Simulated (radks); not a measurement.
Values are calculated unless marked as measured or tabulated.
Q: The carbon ion C3+, [He] 2s1. Code: a radial shooting solver on a logarithmic mesh with Libxc functionals. Model: non-relativistic Kohn-Sham, PBE, spin-polarised, spherical densities, point nucleus. Every spin shell is full or empty, so the densities are truly spherical. Functionals are evaluated on that one density, not self-consistently. Rank these exchange functionals by their error against the exact value of the orbitals, and give that value: LDA, revPBE, RPBE, PW91, OPTX, WC, AM05, B86b, G96, EV93, revTPSS, r2SCAN, MS2, Tao-Mo.

A: Exact: -3.94226 hartree. From best to worst, with 100 (|E| - |E exact|)/|E exact| (equal figures are ties): revPBE +0.04, G96 -0.11, OPTX -0.14, r2SCAN -0.15, revTPSS +0.24, RPBE +0.33, B86b -0.38, MS2 +0.44, Tao-Mo +0.50, PW91 -0.96, WC -3.31, EV93 +4.40, AM05 -10.39, LDA -13.31.
